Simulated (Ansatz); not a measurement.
A structure relaxed at r2SCAN-D4/def2-TZVPD in Ansatz, charge -1, singlet:

```
atom    x (Å)    y (Å)    z (Å)
 Ti1  -1.2747   0.4023  -0.1488
 Ti2   0.8566   1.0326  -0.0939
 Al3   0.4181  -1.4350   0.2427
```

Task: Give its formula and point group.

Result: the cluster Ti2Al⁻ (the lowest singlet isomer of a short search). Point group C2v (tolerance 0.1 Å).

Task: Summarise the bond lengths by kind (pairs closer than 1.2 times the sum of covalent radii, bridged metal pairs left out).

Result: 2 × Al–Ti 2.53 Å; 1 × Ti–Ti 2.22 Å.

The restricted singlet is unstable: a solution with broken spin symmetry lies lower. The highest occupied level of the charge -1 singlet lies above zero (up to 0.43 eV). Its loss leaves the charge 0 doublet, which lies 0.76 eV higher (vertical, at r2SCAN-D4/def2-TZVPD), but this difference is unsure: the doublet is doubtful (geometry relaxed on an unsound state). The relaxation made no stability test and no search for a lower SCF solution. At r2SCAN-D4/def2-TZVPD a quintet of charge -1 lies 0.97 eV below the restricted singlet, each at its own geometry. The structure comes from a short search, and lower isomers may exist.
